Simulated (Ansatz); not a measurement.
```yaml
crystal:
  periodic: [false, false, false]
  atoms:
    - {symbol: C, position_ang: [-1.045067, 0.756367, 0.677937]}
    - {symbol: C, position_ang: [0.214346, 0.020711, 0.467392]}
    - {symbol: B, position_ang: [0.511343, -0.401513, -1.031248]}
    - {symbol: O, position_ang: [0.990586, -1.469743, -1.378492]}
    - {symbol: Br, position_ang: [-0.071468, 0.847416, -2.525516]}
    - {symbol: H, position_ang: [-0.795832, 1.099482, 1.828921]}
    - {symbol: H, position_ang: [-0.982427, 1.754876, 0.123639]}
    - {symbol: H, position_ang: [-2.018610, 0.402312, 0.668701]}
    - {symbol: H, position_ang: [0.273545, -0.861745, 0.933578]}
    - {symbol: H, position_ang: [1.371831, 0.545572, 0.841201]}
    - {symbol: H, position_ang: [1.228709, -2.116302, -0.845105]}
basis:
  gaussian: {orbitals: def2-SVP, fitting: {mean_field: def2-universal-jkfit}}
hamiltonian: {xc: {name: revPBE0}}
relax: {f_tol: 0.001, max_steps: 1}
```

```sh
$ ansatz run in.yaml --threads 4 --pin off --events-out ev --progress --plain --max-ram 10444MiB
```

It prints (some lines left out):

```
Functional definition: revPBE0
676 factors; integrals over basis functions are off by at most 3.2e-1 eV
mean field evaluation 1: about -74915.2565 eV, gradient 6.1e1 eV
mean field evaluation 2: about -74910.6057 eV, gradient 7.5e1 eV
mean field evaluation 4: about -74923.0647 eV, gradient 2.8e0 eV
mean field evaluation 8: about -74923.0788 eV, gradient 3.5e-2 eV
mean field -74923.07882907 eV, -2753.3723622815 hartree, gradient 3.7e-5 eV, S^2 0.000000; 0 other end points of the search recorded, 0 dependent functions left out
reference -74923.07886066 eV, -2753.3723634424 hartree; 33, 33 occupied and 85, 85 virtual orbitals, 676 factors
relax step   1: F+E_penalty+E_count = -74923.07882907 eV  Δ(F+E_penalty+E_count) = +0.000e0 eV  max|allowed force component| = 6.916e0 eV/Å  Δτ_max = 0.0000 Å  (25 SCF iters, accepted)
Error: geometry relaxation did not converge after 1 steps: max|allowed force component| = 6.92e0 eV/Å (threshold 1.0e-3). Raise `relax.max_steps` over both its present limit and 1, loosen `relax.f_tol`, or start from a geometry closer to equilibrium. Where this run's directory can be resumed (`checkpoint.write`), a resume goes on for up to `relax.max_steps` more
```

(1) What is wrong with this run?

Answers

(1) The relaxation is allowed too few steps for its threshold. The run did not converge.
